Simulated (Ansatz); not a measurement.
Geometry optimisation, Ansatz 0.2.0, RKS PBE-D4/def2-SVP.

input.yaml

```yaml
crystal:
  periodic: [false, false, false]
  atoms:
    - { symbol: Si, position_ang: [-0.6244, -1.2313, 0.105] }
    - { symbol: Si, position_ang: [1.1673, 0.4887, 0.8845] }
    - { symbol: H, position_ang: [1.2016, -0.9986, -0.254] }
    - { symbol: "N", position_ang: [-0.6008, 0.5605, 0.4682] }
    - { symbol: "N", position_ang: [-1.2223, -1.0494, -1.5106] }
    - { symbol: H, position_ang: [1.2714, -0.5, 1.9535] }
    - { symbol: H, position_ang: [1.1625, 1.716, 1.7811] }
    - { symbol: H, position_ang: [1.8901, 1.1534, -0.2093] }
    - { symbol: H, position_ang: [-0.7796, 1.2016, -0.2993] }
    - { symbol: H, position_ang: [-1.1611, 0.8634, 1.2535] }
    - { symbol: H, position_ang: [-0.8794, -0.3253, -2.1312] }
    - { symbol: H, position_ang: [-1.4252, -1.8791, -2.0415] }
basis:
  gaussian: { orbitals: def2-SVP }
hamiltonian:
  xc: pbe
  dispersion: d4
relax:
  f_tol: 0.15
  max_steps: 25
  restrain:
    - { distance: [2, 1], at: 2.72, k: 30.0 }
    - { distance: [0, 1], at: 2.22, k: 30.0 }
    - { distance: [0, 2], at: 1.42, k: 30.0 }
```

Run as:

```bash
$ ansatz run input.yaml --threads 2 --pin off --max-ram 3072MiB --backend cpu --events-out ev --progress --plain --runs-dir out
```

Problem. Where does it end, and by what steps?

Solution. The forces met the threshold. The restraints hold the end off the free minimum. After 19 steps the energy has fallen by 1.977 eV (the restraints' own energy left out); H7 moved furthest, 1.90 Å. Parted: Si2–N4 (1.82 → 3.26 Å). Joined: Si1–H3 (1.88 → 1.45 Å).

```tsv
step	energy less start (eV)	largest force component (eV/Å)	accepted
0	0.0000	2.440	yes
1	0.1123	3.735	yes
2	0.5168	4.212	yes
3	0.7984	4.170	yes
4	0.8190	4.065	yes
5	0.6925	4.057	yes
6	0.5382	3.850	yes
7	0.3612	3.433	yes
8	0.1947	2.915	yes
9	-0.0220	2.353	yes
10	-0.3145	1.561	yes
11	-0.7095	1.627	yes
12	-1.2049	1.715	yes
13	-1.5382	1.665	yes
14	-1.7384	1.457	yes
15	-1.8418	1.393	yes
16	-1.9155	1.326	yes
17	-1.9560	1.391	yes
18	-1.9648	1.304	yes
19	-1.9772	1.304	yes
```

```xyz
12
Properties=species:S:1:pos:R:3
Si -0.020 0.001 -0.510
Si 1.220 -0.044 1.363
H 1.138 0.032 -1.378
N -0.855 1.540 -0.582
N -0.834 -1.507 -0.867
H 1.942 -1.366 1.450
H 0.513 0.173 2.682
H 2.262 1.040 1.237
H -1.292 1.836 -1.457
H -1.432 1.827 0.212
H -1.007 -1.732 -1.851
H -1.634 -1.800 -0.300
```

Run time: 30 s on 2 threads of AMD EPYC 7B13 (Zen 3), on a shared host, peak memory 0.16 GiB.
